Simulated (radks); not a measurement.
Ionisation of the niobium ion Nb3+, [Kr] 4d2, to [Kr] 4d1 as the strength of local exchange is varied. Method: Dirac Kohn-Sham, Slater X-alpha exchange (alpha = 2/3 is LDA exchange), no correlation, spin-unpolarised, spherical densities, finite nucleus; open shells are shared between the two j in proportion to 2j + 1; Fermi nuclear charge, rms radius 4.324 fm; computed with a radial shooting solver on a logarithmic mesh with Libxc functionals.

alpha  E(Nb3+) (hartree)  exchange (hartree)  IE (eV)  -e of the level emptied (eV)  <r> of it (bohr)
0.631        -3804.77031          -104.11334   34.949                28.652 (4d5/2)             1.753
0.657        -3809.06248          -108.51619   35.407                29.074 (4d5/2)             1.741
0.667        -3810.71450          -110.21196   35.583                29.237 (4d5/2)             1.736
0.732        -3821.46876          -121.26663   36.748                30.316 (4d5/2)             1.707
0.81         -3834.41070          -134.60569   38.177                31.645 (4d5/2)             1.673
0.836        -3838.73361          -139.06984   38.662                32.097 (4d5/2)             1.662
0.843        -3839.89823          -140.27325   38.793                32.219 (4d5/2)             1.659
0.879        -3845.89282          -146.47237   39.472                32.853 (4d5/2)             1.645

NIST Atomic Spectra Database: 37.61 eV (measured). The Delta-SCF value meets it near alpha = 0.78. Spin polarisation and multiplet splitting are left out, so open shells lie too high by an amount that depends on their filling. Sharing an open shell by 2j + 1 raises it above the true ground level by a part of the spin-orbit splitting, which enters the differences from NIST.

Beside tabulated values, note that spin-unpolarised runs miss the spin-polarisation part of the exchange energy of open shells.
